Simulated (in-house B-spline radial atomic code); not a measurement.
BLYP excitations of C4+

Method: BLYP. Computed with a B-spline radial code for spherical atoms: linear response of the closed shell 1s2 with the functional's adiabatic kernel; scalar-relativistic (spin-free one-electron X2C), finite nucleus, no spin-orbit coupling, no double excitations, S, P, D and F terms only.

Command:
```bash
python run_td.py task.json out
```
Settings (radii: box in bohr, nucleus in fm):
```
Z                        6
electrons                2
configuration            1s2
hamiltonian              x2c
method                   b88,lyp
box_radius               19.1
rms_radius               2.4702
intervals                74
```

Time taken, with all properties: 0.3 s on 1 thread of Arm Neoverse N1 (shared host).

The lowest states, in the order of their Tamm-Dancoff energies; the method's threshold (minus the highest occupied level) is 358.32 eV. Labels give the largest channel, * marks a mixed state, and oscillator strengths are full-response dipole values. Semilocal kernels can invert the small singlet-triplet splittings of Rydberg terms. Energies in eV:

| state | full response | Tamm-Dancoff | oscillator strength |
| --- | --- | --- | --- |
| 1s → 2s 3S | 282.41 | 282.44 | - |
| 1s → 2p 3P | 288.74 | 288.78 | - |
| 1s → 2s 1S | ? | ? | - |
| 1s → 2p 1P | 294.39 | 294.43 | 0.539 |
| 1s → 3s 3S | ? | ? | - |
| 1s → 3s 1S | 330.73 | 330.76 | - |
| 1s → 3p 3P | 331.10 | 331.11 | - |
| 1s → 3d 3D | 332.01 | 332.01 | - |
| 1s → 3p 1P | 332.19 | 332.20 | 0.112 |
| 1s → 3d 1D | 332.41 | 332.42 | - |

(1) Where does 1s → 2s 1S lie?

(2) Where does 1s → 3s 3S lie?

(3) How large is the singlet-triplet splitting of 1s → 2s (S terms) in Tamm-Dancoff?

(4) What polarisabilities and dispersion coefficient does the method give?

## Answers

(1) At 289.63 eV in full response, 289.75 eV in Tamm-Dancoff.

(2) At 329.22 eV in full response, 329.23 eV in Tamm-Dancoff.

(3) 7.32 eV, from the unrounded values.

(4) Dipole 0.00925 bohr³, quadrupole 0.001125 bohr⁵, C6 0.0008371 hartree·bohr⁶ for two such species.
